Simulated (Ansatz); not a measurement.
The cluster AlAs₂⁻. Total charge -1; singlet. Geometry PBE-D4/def2-TZVPD; atoms count from 1.

```xyz
3

Al   -0.0144    0.0165    0.0125
As   -1.1908   -1.7417    0.9060
As    1.2052    1.7252   -0.9184
```

The restricted singlet is unstable towards broken spin symmetry in Hartree–Fock (as tested in another run); at PBE0-D4/def2-TZVPD this wasn't settled. The geometry of the singlet was relaxed on an unsound state (an occupied level 0.43 eV above an empty one). Another isomer (singlet) lies 1.65 eV lower at PBE0-D4/def2-TZVPD; other spin states weren't run for this one.

Estimate the Mulliken populations from the PBE0/def2-TZVPD orbitals of Ansatz.


```
atom  charge (e)
 Al1       -0.52
 As2       -0.24
 As3       -0.24
```
Mulliken values and Mayer orders depend strongly on the basis. With diffuse functions, as here, like atoms can get unlike values, and bond orders can come out too low or too high.

And the Mayer bond orders between bonded heavy atoms (over 0.3)?

Al1–As2 1.91 (2.30 Å); Al1–As3 1.91 (2.30 Å). Values over 0.3 also appear between atoms too far apart for a bond (As2–As3 0.57 at 4.59 Å); they arise where an orbital or an unpaired electron spreads over both atoms.
